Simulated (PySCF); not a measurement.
BLYP on Re- (rhenium, charge -1), [Xe] 4f14 5d6 6s2, high-spin 5D determinant. Calculation: PySCF 2.14, in aug-cc-pwCVTZ-PP with ECP60MDF (8s8p7d4f3g, 122 functions); scalar relativity through the core potential.

```
cycle= 1 E= -78.4625197561673  delta_E= -0.0294  |g|= 0.0423  |ddm|= 1.02
cycle= 2 E= -78.4609107259606  delta_E= 0.00161  |g|= 0.0646  |ddm|= 0.125
cycle= 3 E= -78.462075637958  delta_E= -0.00116  |g|= 0.0386  |ddm|= 0.22
cycle= 4 E= -78.4633771513569  delta_E= -0.0013  |g|= 0.00575  |ddm|= 0.122
cycle= 5 E= -78.4634087784366  delta_E= -3.16e-05  |g|= 0.0011  |ddm|= 0.0208
cycle= 6 E= -78.4634099702989  delta_E= -1.19e-06  |g|= 0.000169  |ddm|= 0.00372
cycle= 7 E= -78.4634099981934  delta_E= -2.79e-08  |g|= 1.14e-05  |ddm|= 0.000449
cycle= 8 E= -78.4634099982859  delta_E= -9.25e-11  |g|= 3.77e-06  |ddm|= 4.1e-05
converged SCF energy = -78.4634099982859  <S^2> = 6.076104  2S+1 = 5.0303495
```

Highest occupied orbital energy: 2.602 eV; ⟨L²⟩ = 6.04; populations by l: s 4.00, p 6.00, d 6.00, f 0.00.

Problem. Can this result be used?

Solution. With care. Self-consistency was reached. Energies and moments cover only the electrons outside the core potential. Spin-orbit coupling, absent here, splits the open shell strongly. ⟨S²⟩ = 6.08 against 6.00 shows spin contamination. At BLYP the highest occupied level has a positive energy, so only the finite basis holds that electron; in a semilocal or global hybrid functional this comes from self-interaction and does not mean that the real anion is unbound.
